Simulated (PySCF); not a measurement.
# One molecule, several mistakes: BGeH6NSi

All numbers below are calculated, not measured. The program is PySCF 2.14.0, an open-source quantum chemistry code, run on an isolated molecule that a program drew, which may never have been made. The molecule is BGeH6NSi (charge 0, singlet), drawn as the SMILES string `NB[SiH2][GeH]`.

Each row is a Hartree-Fock (HF) and frozen-core CCSD(T) single point in the cc-pV(D+d)Z basis, meant for a local HF minimum. Run 1 is clean. Each other run has one planted mistake out of seven kinds, and not every kind appears here: one electron removed, one electron added, multiplicity raised by two, geometry at a saddle point, minimal basis STO-3G, one bond length entered in bohr, all coordinates scaled. The reference is restricted for singlets and unrestricted otherwise, and also for a bond in bohr. Adding or removing an electron swaps singlet and doublet. Electrons count all cores. HOMO and LUMO are orbital energies over both spins, the gradient is its largest component, and the lowest frequency (negative if imaginary) is given only where the gradient is small. Bond lengths are over the 9 bonds as drawn. T1 is the CCSD diagnostic: over 0.02 (restricted) or 0.045 (unrestricted) a single reference is doubtful. Germanium has the cc-pVDZ-PP basis, with a core potential (ECP10MDF) in place of its 10 inner electrons, and its 3s, 3p and 3d shells are frozen in CCSD(T).

Geometry of the clean run:
```xyz
10
BGeH6NSi, angstrom
N    -1.6865    0.4072    0.2784
B    -2.0085    0.1395    1.6020
Si   -0.5869   -0.3843    2.9773
Ge   -0.1874    1.4740    4.5787
H    -0.7613    0.3373   -0.0919
H    -2.3668    0.6843   -0.3998
H    -3.1627    0.2562    1.9284
H     0.7164   -0.7026    2.3190
H    -1.0064   -1.6037    3.7219
H     0.4001    2.3941    3.4267
```

```
run,electrons,basis functions,<S^2>,HOMO (eV),LUMO (eV),gradient (hartree/bohr),lowest frequency (cm^-1),mean bond (Å),longest bond (Å),T1,HF (hartree),CCSD(T) (hartree),mistake
1,64,104,0.000,-8.11,0.20,1.1e-05,46,1.5216,2.485,0.0169,-664.94524,-665.45515,no fault
2,63,104,0.779,-15.32,-6.29,4.4e-02,-,1.5216,2.485,0.0216,-664.68176,-665.16647,one electron removed
3,64,104,0.000,-7.94,0.38,1.2e-01,-,1.3770,2.249,0.0158,-664.84778,-665.34906,all coordinates scaled
4,64,104,2.018,-7.56,-0.14,3.0e-02,-,1.5216,2.485,0.0179,-664.92595,-665.41880,multiplicity raised by two
5,65,104,0.762,-1.37,6.89,1.8e-02,-,1.5216,2.485,0.0168,-664.96561,-665.48508,one electron added
6,64,104,0.922,-8.40,0.28,2.6e-02,-,1.6407,2.485,0.0777,-664.82962,-665.33912,?
```

**Which mistake was planted in run 6, and what did it cost?**

The mean bond changes by a factor of 1.078 and the longest by 1.000, so the molecule wasn't scaled as a whole. A length L in bohr read as angstrom grows by (1/0.5292 - 1) L = 0.890 L. The 9 bonds together grew by 9 x 0.1191 = 1.072 Å, which gives L = 1.205 Å. That is bond B2-H7, 1.205 Å in the clean geometry. So the mistake is: one bond length entered in bohr. Subtracting run 1 and multiplying by 627.51 kcal/mol a hartree, the energy moved by 72.6 kcal/mol in HF and 72.8 kcal/mol in CCSD(T).

Cautions from the logs. Run 6: T1 is over the limit, so its CCSD(T) energy is less reliable.
